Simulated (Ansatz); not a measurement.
The same path of BF₂H₃O (7 atoms, charge 0, multiplicity 1) was run twice with different band settings. Lost on the way: B1–H2, O5–H7. Made: H2–H7.

Computed with RKS PBE/def2-SVP (Ansatz 0.2.0).

Relaxed end points:

```xyz
7
Properties=species:S:1:pos:R:3
B 0.053 0.051 0.088
H 0.052 0.612 1.178
F 1.138 0.184 -0.708
F -1.145 -0.041 -0.574
O 0.196 -1.676 0.637
H -0.460 -2.130 0.066
H -0.199 -1.689 1.532
```

```xyz
7
Properties=species:S:1:pos:R:3
B 0.118 -0.434 -0.856
H -0.269 -0.414 3.068
F 1.201 0.226 -1.253
F -1.078 -0.018 -1.291
O 0.257 -1.502 -0.030
H -0.601 -1.906 0.194
H 0.008 -0.639 2.387
```

Common settings: movable images 7; spring 5.0 eV/Å²; start path through a guess of the saddle point; force threshold 0.05 eV/Å; iteration limit 60; end points relaxed.

| run | climbing image | optimiser |
| --- | --- | --- |
| 1 | yes | quadratic models (default) |
| 2 | from the first iteration | lbfgs |

(1) What does each run give, and how far can it be trusted?

Answers

(1) Run 1: converged after 15 iterations, highest image 0.842 eV above the first end. A vibrational analysis at the climbing image gives one clearly imaginary mode, 1225i cm⁻¹: a first-order saddle point.
Run 2: converged after 55 iterations, highest image 0.842 eV above the first end. Neighbouring images differ by up to 1.3 eV, so the band resolves the path poorly. Another band between the same ends (7 images) ends at a top of the same energy, where a vibrational analysis finds 1 clearly imaginary mode.
The orbitals stay closed-shell, which can raise the energy where a bond breaks towards radicals; this wasn't checked here.
